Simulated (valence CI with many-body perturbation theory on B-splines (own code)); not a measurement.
# E1 line list for P I

Method: valence CI with perturbative core correlation (CI+MBPT): five valence electrons over a frozen Dirac-Fock core [Ne], a basis of 10 s, 10 p, 9 d, 7 f, 4 g, 2 h functions for each j, with the one-electron correlation potential Σ1, the two-electron term Σ2, the three-electron term Σ3, Breit, model QED; selected CI, second order for the rest, scaled by the run's own slope (own B-spline code, finite nucleus).

Against 25 measured levels this calculation errs by 60 cm⁻¹ on average and by 174 at most. These come from a selection out of the NIST Handbook of Basic Atomic Spectroscopic Data. Levels without a partner in it may be off by more. Among the levels kept, up to 1300 cm⁻¹ of a level comes from second order outside the variational space, and about a tenth of that is noise between levels of different J, which matters for small intervals.

Lines 1 to 50 of 292 in falling wavelength, among levels below 74869 cm⁻¹, chosen from the strongest by gf and those to the six lowest levels. Wavelengths and rates use the calculated energies, so an error of 60 cm⁻¹ moves a line at 37470 Å by 2.2 % and its rate by three times that or more. Electric multipoles are in the length gauge, E1 and E2 with the static RPA response of the core. Weak lines are less certain than strong ones. Lines between different terms over intervals too small for the method are left out, as are lines whose strength nearly cancels. Where a level lies close to another of its J and parity, the split of strength between their lines is uncertain. The highest levels of a list are the least certain.

Names give the largest LS component (configuration and term), which can be under half, so a name can repeat, a term be missing and a line seem to break the LS rules; names also repeat where a configuration has a term twice. Letters in brackets count levels of one name in rising energy.

```
λ vac (Å)                 Upper                 Lower   A (s⁻¹)  log gf  Branch %
    37470       3s²3p²3d ⁴F_7/2      3s²3p²4p ⁴D°_7/2  7.98e+04   -0.87       6.3
    36360       3s²3p²3d ⁴F_5/2      3s²3p²4p ⁴D°_5/2  1.67e+05   -0.70      13.9
    35870       3s²3p²3d ⁴F_9/2      3s²3p²4p ⁴D°_7/2  7.69e+05    0.17     100.0
    35700       3s²3p²3d ⁴F_3/2      3s²3p²4p ⁴D°_3/2  2.11e+05   -0.79      16.9
    35120      3s²3p²4p ²P°_3/2       3s²3p²4s ²D_5/2  2.68e+04   -1.70       0.1
    34850       3s²3p²3d ⁴F_5/2      3s²3p²4p ⁴D°_3/2  6.78e+05   -0.13      56.1
    34850       3s²3p²3d ⁴F_7/2      3s²3p²4p ⁴D°_5/2  7.75e+05    0.05      61.3
    34720       3s²3p²3d ⁴F_3/2      3s²3p²4p ⁴D°_1/2  6.22e+05   -0.35      49.7
    32380  3s²3p²4p ²D°_3/2 [b]   3s²3p²3d ²D_3/2 [a]  1.78e+05   -0.95       1.0
    32180   3s²3p²3d ²D_5/2 [a]      3s²3p²4p ²P°_3/2  3.51e+05   -0.49       0.5
    31980       3s²3p²3d ⁴D_3/2      3s²3p²4p ⁴S°_3/2  3.46e+04   -1.67       1.0
    31830       3s²3p²3d ⁴D_5/2      3s²3p²4p ⁴S°_3/2  6.23e+04   -1.25       1.1
    31440   3s²3p²3d ²D_3/2 [a]      3s²3p²4p ²P°_3/2  8.97e+04   -1.27       0.1
    30680  3s²3p²4p ²D°_5/2 [b]   3s²3p²3d ²D_5/2 [a]  2.11e+05   -0.75       0.9
    30360   3s²3p²3d ²D_3/2 [a]      3s²3p²4p ²P°_1/2  3.30e+05   -0.74       0.5
    30080       3s²3p²3d ²F_5/2  3s²3p²4p ²D°_5/2 [a]  1.05e+05   -1.07       0.1
    29330       3s²3p²3d ⁴D_3/2      3s²3p²4p ⁴P°_5/2  7.01e+04   -1.44       2.0
    29210       3s²3p²3d ⁴D_5/2      3s²3p²4p ⁴P°_5/2  4.00e+05   -0.51       7.2
    28740       3s²3p²3d ⁴D_7/2      3s²3p²4p ⁴P°_5/2  1.30e+06    0.11      28.8
    28240       3s²3p²3d ⁴D_1/2      3s²3p²4p ⁴P°_3/2  2.29e+05   -1.26       7.8
    28110       3s²3p²3d ⁴D_1/2      3s²3p²4p ⁴P°_1/2  1.24e+06   -0.53      42.1
    27940       3s²3p²3d ⁴D_3/2      3s²3p²4p ⁴P°_3/2  7.44e+05   -0.46      20.8
    27830       3s²3p²3d ²F_5/2  3s²3p²4p ²D°_3/2 [a]  1.76e+06    0.09       1.0
    27830       3s²3p²3d ⁴D_5/2      3s²3p²4p ⁴P°_3/2  9.51e+05   -0.18      17.1
    27810       3s²3p²3d ⁴D_3/2      3s²3p²4p ⁴P°_1/2  6.35e+05   -0.53      17.7
    27630       3s²3p²3d ²F_5/2      3s²3p²4p ⁴S°_3/2  2.75e+05   -0.72       0.2
    27560       3s²3p²3d ²F_7/2  3s²3p²4p ²D°_5/2 [a]  2.24e+06    0.31       1.2
    26810       3s²3p²3d ²P_3/2      3s²3p²4p ²S°_1/2  6.85e+05   -0.53       0.8
    25490       3s²3p²3d ²P_1/2      3s²3p²4p ²S°_1/2  6.79e+05   -0.88       0.8
    25390  3s²3p²4p ²D°_3/2 [b]       3s²3p²3d ²F_5/2  1.13e+05   -1.36       0.6
    24520      3s²3p²4p ²F°_7/2       3s²3p²3d ²F_7/2  4.42e+04   -1.50       0.2
    24380   3s²3p²3d ²D_5/2 [a]  3s²3p²4p ²D°_5/2 [a]  1.09e+05   -1.23       0.1
    23950       3s²3p²3d ⁴D_5/2      3s²3p²4p ⁴D°_7/2  1.37e+05   -1.15       2.5
    23640       3s²3p²3d ⁴D_7/2      3s²3p²4p ⁴D°_7/2  7.19e+05   -0.32      16.0
    22930       3s²3p²3d ⁴D_3/2      3s²3p²4p ⁴D°_5/2  2.49e+05   -1.10       7.0
    22900      3s²3p²4p ²F°_5/2       3s²3p²3d ²F_5/2  5.06e+04   -1.62       0.2
    22880   3s²3p²3d ²D_5/2 [a]  3s²3p²4p ²D°_3/2 [a]  3.82e+04   -1.75       0.1
    22850       3s²3p²3d ⁴D_5/2      3s²3p²4p ⁴D°_5/2  4.28e+05   -0.70       7.7
    22570       3s²3p²3d ⁴D_7/2      3s²3p²4p ⁴D°_5/2  1.73e+05   -0.98       3.8
    22510       3s²3p²3d ⁴D_1/2      3s²3p²4p ⁴D°_3/2  3.32e+05   -1.30      11.3
    22510   3s²3p²3d ²D_3/2 [a]  3s²3p²4p ²D°_3/2 [a]  1.04e+05   -1.50       0.1
    22320       3s²3p²3d ⁴D_3/2      3s²3p²4p ⁴D°_3/2  2.65e+05   -1.10       7.4
    22250       3s²3p²3d ⁴D_5/2      3s²3p²4p ⁴D°_3/2  2.48e+05   -0.96       4.5
    22110       3s²3p²3d ⁴D_1/2      3s²3p²4p ⁴D°_1/2  3.35e+05   -1.31      11.4
    21930       3s²3p²3d ⁴D_3/2      3s²3p²4p ⁴D°_1/2  2.22e+05   -1.19       6.2
    21280   3s²3p²3d ²D_3/2 [b]      3s²3p²4p ²P°_3/2  6.26e+05   -0.77       0.3
    21230       3s²3p²5s ⁴P_5/2      3s²3p²4p ²P°_3/2  4.77e+04   -1.71       0.1
    20770   3s²3p²3d ²D_3/2 [b]      3s²3p²4p ²P°_1/2  3.29e+06   -0.07       1.6
    20770   3s²3p²3d ²D_5/2 [b]      3s²3p²4p ²P°_3/2  3.74e+06    0.16       1.7
    20740       3s²3p²5s ²P_1/2      3s²3p²4p ²P°_3/2  7.46e+05   -1.02       0.7
```
